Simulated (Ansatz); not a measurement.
Frontier orbitals of `CN([Si@H](N)Cl)[Si@@H](N)Cl`.

Cartesian coordinates in Å:
```
C -1.191 -0.851 0.499
N -0.098 0.074 0.164
Si 1.386 -0.117 1.001
N 1.921 -1.728 0.874
Cl 1.191 0.179 3.034
Si -0.481 1.435 -0.805
N -1.279 0.931 -2.222
Cl -1.839 2.696 0.104
H -1.883 -0.933 -0.340
H -0.789 -1.842 0.716
H -1.748 -0.504 1.374
H 2.298 0.932 0.502
H 2.129 -2.143 -0.019
H 2.430 -2.160 1.627
H 0.768 2.204 -0.977
H -1.982 1.511 -2.648
H -0.833 0.318 -2.885
```

The species carries charge 0 and has multiplicity 1. Geometry: relaxed with PBE0-D4/def2-TZVP. It is one conformer, not always the lowest. Basis def2-TZVPP, the Gaussian-basis code of Ansatz.

```json
{"functional": "PBE", "HOMO (eV)": "-6.27", "LUMO (eV)": "-0.30", "gap (eV)": "5.97"}
{"functional": "revPBE", "HOMO (eV)": "-6.21", "LUMO (eV)": "-0.21", "gap (eV)": "6.00"}
{"functional": "BLYP", "HOMO (eV)": "-6.12", "LUMO (eV)": "-0.27", "gap (eV)": "5.85"}
{"functional": "r2SCAN", "HOMO (eV)": "-6.54", "LUMO (eV)": "0.25", "gap (eV)": "6.79"}
{"functional": "PBE0", "HOMO (eV)": "-7.60", "LUMO (eV)": "0.51", "gap (eV)": "8.11"}
{"functional": "B3LYP", "HOMO (eV)": "-7.35", "LUMO (eV)": "0.21", "gap (eV)": "7.56"}
{"functional": "BHLYP", "HOMO (eV)": "-8.83", "LUMO (eV)": "1.16", "gap (eV)": "9.99"}
```

B3LYP here is the variant with VWN-RPA as its local correlation; programs differ in this.
